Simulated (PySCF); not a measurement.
**Gas-phase XPS of Ge(NMeEt)H3, computed**

Species: Ge(NMeEt)H3, C3H11GeN.
Structure used (PBE0-D3(BJ)/def2-SVP), in Å, numbered top down from 1:
```xyz
16
C3H11GeN angstrom
Ge    -0.0510    0.4888   -1.9356
N     -0.3105    0.5892   -0.1209
C      0.5298    1.4617    0.6579
C     -0.8518   -0.5521    0.5843
C      0.1492   -1.6438    0.9502
H      0.0107    1.7601    1.5878
H      1.5058    1.0249    0.9568
H      0.7469    2.3859    0.0987
H     -1.3431   -0.1853    1.5068
H     -1.6586   -0.9904   -0.0287
H     -0.3457   -2.4669    1.4890
H      0.6223   -2.0664    0.0491
H      0.9513   -1.2586    1.5988
H      1.2377   -0.2654   -2.3590
H      0.0431    1.9356   -2.4543
H     -1.2704   -0.2511   -2.5143
```

The calculation used delta-SCF UKS SCAN, pcX-2 on the ionised atom, pcseg-1 elsewhere, spin-free X2C (PySCF 2.14.0). These are vertical core ionisation energies against the vacuum level, from separate self-consistent calculations with and without the core hole.

Question: List the computed XPS lines with their assignment.

Answer: 
| atom(s) | environment | level | binding energy (eV) | above the level's lowest (eV) | count |
| --- | --- | --- | --- | --- | --- |
| N2 | nitrogen bonded to 2 C and Ge | N 1s | 403.95 | 0.00 | 1 |
| C3 | carbon bonded to N and 3 H | C 1s | 291.31 | +0.90 | 1 |
| C4 | carbon bonded to C, N and 2 H | C 1s | 291.28 | +0.87 | 1 |
| C5 | carbon bonded to C and 3 H | C 1s | 290.41 | 0.00 | 1 |

Lowest listed C 1s: C5, bonded to C and 3 H. Highest, 0.90 eV above it: C3, bonded to N and 3 H. The widest gap between neighbouring values is 0.87 eV, between 290.41 and 291.28 eV. The values 291.28 and 291.31 eV lie too close for their order to be trusted.

Question: Which effective nuclear charge Zeff reproduces each element's mean 1s value in the hydrogen-like formula E = 13.606 eV × Zeff²?

Answer: C (Z = 6): mean 291.0 eV, Zeff = 4.62, Z − Zeff = 1.38; N (Z = 7): mean 403.9 eV, Zeff = 5.45, Z − Zeff = 1.55. Means run over the listed sites, weighted by atom count.

Question: Give the binding energy of C 1s of C4 in hartree and in kJ/mol.

Answer: 291.28 eV = 10.7043 Eh = 28104 kJ/mol.

No level of germanium is listed. Isolated species at its PBE0-D3(BJ)/def2-SVP geometry (one conformer only).
